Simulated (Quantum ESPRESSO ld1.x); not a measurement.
Values are calculated unless marked as measured or tabulated.
Question: These are the eigenvalues of the occupied orbitals of an atom or ion with whole-number occupations (Ry). Level of theory: scalar-relativistic Kohn-Sham, PW86 exchange with PBE correlation, spin-unpolarised, spherical densities, point nucleus (ld1.x of Quantum ESPRESSO 7.5).

| orbital | eigenvalue |
|---|---|
| 1s | -131.375 |
| 2s | -10.2537 |
| 2p | -7.01561 |
| 3s | -0.79834 |
| 3p | -0.30105 |

Which element is it, and in what charge state? The configuration may be excited.

Answer: Z = 14, silicon, charge 0: Si in [Ne] 3s2 3p2. The list shows which subshells hold electrons but not how many an open one holds; the 1s level, -65.688 hartree, gives Z - s = 11.5 by -(Z - s)^2/2, which with screening and relativity narrows Z to a few neighbours, and the depths of the outer levels then fix element, charge and occupations together.
